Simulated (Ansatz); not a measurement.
`[CH3][Mo](=[O])(=[O])[F]` + NH₃ → `[CH3][Mo]([NH2])(=[O])=[O]` + H–F at 700 K and 1 bar (ligand exchange at a Mo–F bond).

Gas-phase electronic energies from Ansatz, PBE0-D4/def2-TZVP geometries. CBS: MP2 limit from def2 TZ/QZ plus the TZ coupled-cluster correction, frozen cores. This one scheme is used for every species. Elements past krypton have def2 core potentials. For Mo outer-core shells are correlated without core-valence functions, which leaves a few kJ/mol of doubt a bond. Each species was taken in one conformer, which may not be the lowest.

| species | CCSD(T)/CBS energy (Eh) | H − E (kJ/mol) | S (J/(mol·K)) |
| --- | --- | --- | --- |
| `[CH3][Mo](=[O])(=[O])[F]` | -358.25710 | 184.9 | 442.2 |
| NH₃ | -56.50880 | 116.9 | 226.5 |
| `[CH3][Mo]([NH2])(=[O])=[O]` | -314.35398 | 257.5 | 468.4 |
| H–F | -100.39570 | 45.2 | 198.5 |

H − E and S are ideal-gas, rigid-rotor, harmonic terms from PBE0-D4/def2-TZVP, for one conformer and one mirror image of each species. 1 Eh = 2625.50 kJ/mol, R = 8.31446 J/(mol·K).

Question: By hand: ΔE, ΔH, ΔS and ΔG.

Answer: ΔE = (-314.35398) + (-100.39570) − (-358.25710) − (-56.50880) = 0.01622 Eh = 42.6 kJ/mol. Δ(H − E) = 257.5 + 45.2 − 184.9 − 116.9 = 0.9, so ΔH = 43.5 kJ/mol. ΔS = 468.4 + 198.5 − 442.2 − 226.5 = -1.8 J/(mol·K). ΔG = 43.5 − 700 × (-1.8)/1000 = 44.8 kJ/mol.

Question: By hand: the equilibrium constant, and the temperature at which ΔG would vanish if ΔH and ΔS stayed fixed.

Answer: log₁₀ K = −ΔG/(RT ln 10) = -3.3. ΔH and −TΔS have one sign here, so there is no such temperature.

The number of gas molecules stays the same, so ΔS is small and ΔH decides. A doubt of 5 kJ/mol in ΔE shifts log₁₀ K by 0.4 here. Other conformers and mirror images would add mixing entropy, several J/(mol·K) or more a flexible species. These are equilibria of isolated gas molecules and say nothing of rates. Largest T1 diagnostic: 0.025 (customary marks: 0.02 for closed shells, 0.045 for open ones).

ΔS is within the doubt of such terms, so its sign, and with it that verdict, could turn.
